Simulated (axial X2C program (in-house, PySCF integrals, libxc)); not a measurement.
**Correcting the dissociation energy of SnSi for spin–orbit coupling**

A spin-free PBE0 curve (one-electron X2C) was computed with an in-house relativistic program for diatomic molecules, basis Sn dyall-cv3z [11s12p9d4f1g], Si dyall-v3z [8s7p2d1f] (cores contracted in-house), for the state M_S = 1, Λ = 0 (beyond evenly filled blocks: π+α, π-α). It gives D0 = 2.731 eV to Sn + Si, which in a spin-free picture are the weighted means of the ground terms.

Measured levels of the ground terms (NIST Handbook of Basic Atomic Spectroscopic Data), in cm⁻¹: Sn 3P: J = 0 at 0, J = 1 at 1691.8, J = 2 at 3427.7; Si 3P: J = 0 at 0, J = 1 at 77.1, J = 2 at 223.2.

The molecular state has Λ = 0, so it has no first-order lowering.

(1) How far does each ground level lie under the (2J+1)-weighted mean of its term?

(2) Correct D0.

Second-order spin–orbit effects in the molecule, which grow quickly with Z, are left out. Occupations by symmetry block were frozen at the best pattern of an incomplete PBE0 search. De is counted from the lowest determinant-based energies of the atoms at the same level, without counterpoise correction. Other states lie close and PBE0, whose exact exchange favours high spin, may order them wrongly; the determinant shown need not be the ground state. The nearest other spin-free determinant of the search, M_S = 1, Λ = 1, lies 0.37 eV up at the distance of the search.

Answers

(1) Sn: (1 × 0 + 3 × 1691.8 + 5 × 3427.7)/9 = 2468 cm⁻¹; Si: (1 × 0 + 3 × 77.1 + 5 × 223.2)/9 = 150 cm⁻¹.

(2) D0 = 2.731 + (0 − 2618)/8065.5 = 2.406 eV at PBE0 with these spin–orbit terms.
